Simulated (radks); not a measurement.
Initial-state core-level shifts of neutral scandium when its valence configuration changes from [Ar] 3d1 4s2. Calculated with a radial shooting solver on a logarithmic mesh with Libxc functionals: scalar-relativistic Kohn-Sham, PBEsol, spin-unpolarised, spherical densities, point nucleus. Shifts are changes of the shell-averaged eigenvalues in eV (positive: less bound).

valence,1s,2s,3s,3p
3d1 4s1 4p1,-1.313,-1.273,-1.292,-1.285
3d3,+3.651,+4.546,+4.002,+3.762
3d2 4s1,+2.749,+3.309,+2.902,+2.746
4s2 4p1,-6.262,-7.190,-6.111,-5.832
3d2 4p1,+1.710,+2.369,+1.883,+1.715
3d0.5 4s2 4p0.5,-2.907,-3.315,-2.886,-2.760
3d1 4p2,-2.538,-2.464,-2.499,-2.481
3d1 4s1.5 4p0.5,-0.669,-0.649,-0.659,-0.656
3d1.5 4p1.5,-0.121,+0.302,-0.037,-0.129
